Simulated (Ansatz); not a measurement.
Relaxed structures of BHIOF, singlet (PBE0-D4/def2-TZVP; forces vanish, vibrations not checked; lower isomers may exist, and structures with a doubtful reference or unclear bonds are left out; Å). Computed with Ansatz 0.2.0 (basis: def2-TZVPP); correlated methods freeze the cores. Filled d shells of the heavier atoms are correlated. Core potentials replace the inner electrons of the atoms past krypton. The def2 sets are not built for correlating such inner shells, so the correlated values are less sure here.

Question: Rank them by CCSD(T) energy, lowest first, and give each one's height above the lowest. Links in brackets join atoms within 1.22 times the sum of their covalent radii (1.1 for two metals). (Judge from chemistry; the value comes from the calculation.)
A.
a complex of BIO + HF
```
5
angstrom
O -0.1525 0.5654 -0.0514
B -0.6265 -0.4813 -0.4128
F 0.5514 3.0893 0.3694
I -1.4234 -2.2524 -1.0190
H 0.3150 2.1960 0.2335
```
B.
a complex of BOF + HI
```
5
angstrom
O 0.3143 0.2332 -0.3497
B 0.5304 -0.7129 0.3689
F 0.7594 -1.7174 1.1258
I -0.3164 3.8701 -0.1627
H -0.0510 2.2884 -0.3742
```
C.
BHIOF ([OH][B]([F])[I])
```
5
angstrom
O -0.0408 0.5715 0.7336
B 0.0287 -0.5876 0.0666
F 1.1535 -1.2659 0.0788
I -1.6369 -1.3879 -1.0300
H -0.8949 1.0065 0.6763
```

Answer: Computed: C (0.00 kcal/mol), B (36.71 kcal/mol), A (41.28 kcal/mol). Heights count from the lowest.

The T1 diagnostic stays at or below 0.013.

For scale, one of the runs: CCSD(T)/def2-TZVPP, 157 basis functions, launched by `ansatz run in.yaml --threads 2 --pin off --events-out ev --progress --plain --max-ram 4352MiB`. Hardware: 2 CPU threads of an Arm Neoverse V1, shared host. Wall time 61 s; peak host memory 1.4 GiB.
